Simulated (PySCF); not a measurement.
C4H14GeO2Si, SMILES C[Si](O)(O)[Ge]([CH3])([CH3])[CH3].

Geometry: PBE-D3(BJ)/def2-SVP. The structure was generated by enumeration, and PubChem lists no compound with its InChIKey, so it may never have been made. Other conformers were not sampled.

Level of theory: PySCF 2.14.0 with PBE-D3(BJ)/def2-SVP.

Frequencies are harmonic and unscaled.

```tsv
mode	ν (cm⁻¹)	IR (km/mol)	moving atoms (share of kinetic energy)
1	19	0.0	C 45 %, O 33 %, H 22 %
2	57	0.1	C 36 %, O 30 %, H 27 %
3	63	0.3	C 54 %, H 29 %, O 11 %
4	130	0.0	H 98 %
5	134	0.5	H 97 %
6	134	0.1	H 94 %
7	140	0.1	H 93 %
8	149	1.3	C 46 %, H 35 %, O 14 %
9	154	1.2	C 45 %, H 36 %, O 14 %
10	160	0.4	C 52 %, H 32 %, O 12 %
11	171	1.1	C 40 %, H 32 %, Ge 19 %, O 8 %
12	183	3.9	O 33 %, C 23 %, H 21 %, Ge 19 %
13	211	15.4	Ge 39 %, O 34 %, H 18 %, C 9 %
14	232	4.8	H 31 %, O 27 %, Si 23 %, C 14 %
15	259	24.2	H 60 %, O 20 %, Si 11 %
16	295	70.7	H 64 %, O 25 %
17	358	73.7	H 51 %, O 20 %, Si 16 %, C 9 %
18	392	86.5	Si 34 %, O 30 %, H 27 %
19	550	12.6	C 72 %, H 19 %
20	580	20.8	C 61 %, Ge 20 %, H 19 %
21	584	21.0	C 61 %, Ge 20 %, H 19 %
22	665	34.0	C 38 %, H 25 %, Si 19 %, O 18 %
23	679	0.1	H 86 %, C 14 %
24	711	47.6	H 80 %, C 16 %
25	720	9.4	H 82 %, C 16 %
26	730	38.4	H 74 %, C 17 %
27	735	27.6	H 67 %, C 17 %, O 15 %
28	776	166.9	H 37 %, O 36 %, Si 18 %, C 9 %
29	806	141.3	H 73 %, C 18 %
30	809	22.1	H 75 %, C 22 %
31	810	38.0	H 76 %, C 22 %
32	854	78.0	H 40 %, Si 30 %, O 25 %
33	866	196.6	H 62 %, Si 18 %, O 16 %
34	886	49.9	H 39 %, Si 34 %, O 23 %
35	1191	7.3	H 80 %, C 20 %
36	1193	6.4	H 80 %, C 20 %
37	1204	2.3	H 82 %, C 18 %
38	1214	29.4	H 77 %, C 22 %
39	1375	5.5	H 96 %
40	1378	0.6	H 95 %
41	1380	2.9	H 96 %
42	1384	0.1	H 95 %
43	1385	0.1	H 95 %
44	1389	4.9	H 96 %
45	1391	4.7	H 96 %
46	1398	4.9	H 96 %
47	2971	3.5	H 97 %
48	2974	10.8	H 97 %
49	2976	9.8	H 97 %
50	2977	10.0	H 97 %
51	3068	5.1	H 91 %, C 9 %
52	3075	8.2	H 91 %, C 9 %
53	3078	5.3	H 91 %, C 9 %
54	3080	7.6	H 91 %, C 9 %
55	3081	3.3	H 91 %, C 9 %
56	3083	6.0	H 91 %, C 9 %
57	3085	4.2	H 91 %, C 9 %
58	3088	4.3	H 91 %, C 9 %
59	3726	30.9	H 94 %
60	3754	47.6	H 94 %
```
